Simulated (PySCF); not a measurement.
# `CC[P@H](=O)C1CC1`: 4 charge schemes on one density

C5H11OP.
Structure used (GFN2-xTB), in Å, numbered top down from 1:
```xyz
18
C5H11OP angstrom
C      2.8326    0.2971   -0.0422
C      1.5648   -0.5068   -0.2897
P      0.1847    0.6611   -0.5945
O     -0.0236    1.6420    0.4712
C     -1.2714   -0.3476   -0.9887
C     -2.1077   -0.7437    0.1953
C     -2.6006    0.3042   -0.7404
H      2.6688    0.9904    0.7808
H      3.0918    0.8786   -0.9264
H      3.6693   -0.3533    0.2061
H      1.6789   -1.1864   -1.1345
H      1.2988   -1.0915    0.5961
H      0.5273    1.2376   -1.8223
H     -1.1728   -1.0395   -1.8139
H     -2.5771   -1.7162    0.1914
H     -1.7682   -0.4169    1.1680
H     -2.5871    1.3263   -0.3904
H     -3.4174    0.0711   -1.4070
```

Density: PBE0/pcSseg-1 (PySCF); schemes: Mulliken, IAO, Hirshfeld and ESP-fitted. The structure is a single GFN2-xTB conformer in the gas phase; no vibrational or solvent corrections.

Question: Give the atomic charges in each scheme.

Answer: In e; atoms taken as equivalent share a row and are averaged (×n: the atom named and its like, n in all):

```csv
atom,environment,Mulliken,IAO,Hirshfeld,ESP-fitted
C1,methyl carbon,-0.284,-0.419,-0.115,-0.213
C2,sp3 carbon bound to phosphorus,-0.508,-0.511,-0.110,-0.082
P3,phosphoryl phosphorus,+0.895,+1.420,+0.414,+0.726
O4,phosphoryl oxygen,-0.622,-0.931,-0.393,-0.586
C5,sp3 carbon bound to phosphorus,-0.519,-0.418,-0.094,-0.379
C6,three-membered-ring carbon,-0.201,-0.284,-0.083,-0.343
C7,three-membered-ring carbon,-0.184,-0.280,-0.082,-0.204
H8/H9/H10,methyl hydrogen,+0.128,+0.148,+0.044,+0.068
H11,methylene hydrogen,+0.143,+0.148,+0.044,+0.026
H12,methylene hydrogen,+0.160,+0.156,+0.049,+0.073
H13,P–H hydrogen,+0.011,-0.113,-0.013,-0.051
H14,methine hydrogen,+0.149,+0.158,+0.050,+0.186
H15,methylene hydrogen,+0.135,+0.153,+0.051,+0.175
H16,methylene hydrogen,+0.152,+0.160,+0.050,+0.178
H17,methylene hydrogen,+0.153,+0.165,+0.050,+0.143
H18,methylene hydrogen,+0.135,+0.153,+0.051,+0.145
```

Mean size of the charges over all atoms: IAO 0.329 e, Mulliken 0.258 e, ESP-fitted 0.206 e, Hirshfeld 0.099 e. Each set sums to the total charge, 0, to within 0.001 e. The IAO scheme projects the occupied orbitals on a minimal set of polarised atomic orbitals and counts the electrons in each atom's part of it.

Lowest charge. All schemes agree: Mulliken O4 (-0.622); IAO O4 (-0.931); Hirshfeld O4 (-0.393); ESP-fitted O4 (-0.586).

Highest charge. All schemes agree: Mulliken P3 (+0.895); IAO P3 (+1.420); Hirshfeld P3 (+0.414); ESP-fitted P3 (+0.726).

Question: How closely do the schemes follow one another over all atoms?

Answer: Correlation coefficient and root-mean-square difference: IAO with Hirshfeld 0.98, 0.322 e; Mulliken with IAO 0.97, 0.155 e; IAO with ESP-fitted 0.95, 0.222 e; Hirshfeld with ESP-fitted 0.95, 0.145 e; Mulliken with Hirshfeld 0.94, 0.206 e; Mulliken with ESP-fitted 0.93, 0.128 e.

Question: Sum the charges by element, for elements with more than one atom.

Answer: 
| element | atoms | Mulliken | IAO | Hirshfeld | ESP-fitted |
| --- | --- | --- | --- | --- | --- |
| C | 5 | -1.696 | -1.914 | -0.484 | -1.220 |
| H | 11 | +1.423 | +1.425 | +0.463 | +1.079 |
